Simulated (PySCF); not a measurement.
Species: CH₈ClO₂Si₃ (doublet state).
Z-matrix (Å and degrees, GFN2-xTB geometry), rows numbered from 1:
```
Si
C   1  1.9054
O   2  1.4103  1  105.68
Si  3  1.6092  2  127.31  1  -158.69
O   4  1.6165  3  101.72  2  -177.28
Si  5  1.6097  4  154.33  3  -146.59
Cl  6  2.0185  5  108.84  4   -20.47
H   1  1.4661  2  108.16  3  -177.93
H   1  1.4609  2  108.36  3   -57.57
H   1  1.4625  2  108.25  3    62.36
H   2  1.0939  1  112.87  3  -120.27
H   2  1.0944  1  112.82  3   118.77
H   4  1.4598  3  113.37  2   -62.72
H   4  1.4613  3  111.36  2    65.89
H   6  1.4543  5  106.85  4    99.28
```

The hyperfine couplings belong to this conformer and change with its torsions.

The species is `[SiH3]CO[SiH2]O[SiH]Cl` [radical].

Theory: PySCF, UKS B3LYP, pcH-1 on C Cl H O Si, non-relativistic, mean-field spin-orbit, GIAO. Geometry: GFN2-xTB, one conformer, isolated molecule. Couplings are sensitive to structure, and on GFN2-xTB geometries they can be far from those on DFT ones, by a factor of two or more for some ions and for spin on atoms past the first row. Stability of the SCF solution: not tested.

Question: Match the computed a_iso(17O) values -51.5, -0.8 MHz with the sites O3; O5.

Answer: 
```
site  a_iso (MHz)  ρ(0) (bohr⁻³)          position  distance from Si6 (Å)  spin population  largest |T| (MHz)
  O3         -0.8        +0.0013  3 bonds from Si6                   4.04             0.00                0.4
  O5        -51.5        +0.0847   1 bond from Si6                   1.61            +0.04               22.6
```

Question: Match the computed a_iso(29Si) values -822.3, -10.8 MHz with the sites Si4; Si6.

Answer: 
| site | a_iso (MHz) | ρ(0) (bohr⁻³) | position | distance from Si6 (Å) | spin population | largest \|T\| (MHz) |
| --- | --- | --- | --- | --- | --- | --- |
| Si4 | -10.8 | +0.0122 | 2 bonds from Si6 | 3.15 | 0.00 | 3.5 |
| Si6 | -822.3 | +0.9262 | largest spin population | 0.00 | +0.79 | 141.9 |

ρ(0) is the spin density at the nucleus and T the dipolar tensor; a_iso includes a spin–orbit part; entries for several nuclei are means. The largest Mulliken spin populations are on Si6 (+0.79), H15 (+0.09) and Cl7 (+0.07). No atom but Si6 exceeds +0.15. The angles at Si6 add up to 326.5°, so it is pyramidal.

Nuclei that the bonding pattern makes equivalent are averaged, as if the motion that swaps them (rotation, inversion, ring flip) were fast. The 1H value of +2.7 MHz is a mean of couplings from -0.7 to 6.1 MHz in this one geometry, not an average over conformers.
